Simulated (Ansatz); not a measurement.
Total energies of `C[O][Y]([OH])[OH]`.

```xyz
10

C     2.193    0.337   -0.041
O     0.824    0.132   -0.004
Y    -1.179   -0.179    0.024
O    -2.264    0.434    1.625
O    -2.067   -1.101   -1.550
H     2.629   -0.017   -0.985
H     2.699   -0.195    0.777
H     2.441    1.402    0.060
H    -2.778    0.719    2.374
H    -2.499   -1.532   -2.281
```

Total charge 0; spin multiplicity 1. Correlated methods include outer-core shells of Y, which these sets cover unevenly. Y takes the def2 core potential. Geometry: relaxed with PBE0-D4/def2-TZVP. It is one conformer, not always the lowest. Basis def2-TZVPP, the Gaussian-basis code of Ansatz.

RPA on PBE orbitals: Hartree–Fock energy of these orbitals -303.49726 Eh, correlation -1.78411 Eh (frozen core).

| functional | energy without D4 (Eh) | D4 term (kJ/mol) |
| --- | --- | --- |
| PBE | -305.12522 | -15.2 |
| revPBE | -305.35833 | -42.0 |
| BLYP | -305.33234 | -32.1 |
| r2SCAN | -305.29672 | -3.9 |
| B97M-V | -305.35566 | – |
| B3LYP | -305.43897 | -24.4 |
| r2SCANh | -305.26824 | -4.2 |
| r2SCAN0 | -305.22708 | -4.6 |
| HSE06 (plane-wave form) | -305.09724 | -12.3 |
| BHLYP | -305.20527 | -20.6 |
| CAM-B3LYP | -305.29527 | -13.4 |
| ωB97X-V | -305.30472 | – |
| B2PLYP | -305.16052 | – |
| PBE-QIDH | -305.02665 | – |

(1) Give the same for LDA (SPW92), PBE0, LC-ωPBE, ωB97M-V. (Best estimate.)

B3LYP takes the VWN-RPA correlation (the form of Gaussian; ORCA's B3LYP/G). HSE06 is the plane-wave form, built on full-range PBE exchange. The double hybrids freeze the cores in their second-order part.

Answers

(1) Computed: 
```json
{"functional": "LDA (SPW92)", "energy without D4 (Eh)": "-303.30817", "D4 term (kJ/mol)": "–"}
{"functional": "PBE0", "energy without D4 (Eh)": "-305.11141", "D4 term (kJ/mol)": "-13.0"}
{"functional": "LC-ωPBE", "energy without D4 (Eh)": "-305.28420", "D4 term (kJ/mol)": "–"}
{"functional": "ωB97M-V", "energy without D4 (Eh)": "-305.25221", "D4 term (kJ/mol)": "–"}
```

LC-ωPBE has ω = 0.4 bohr⁻¹.
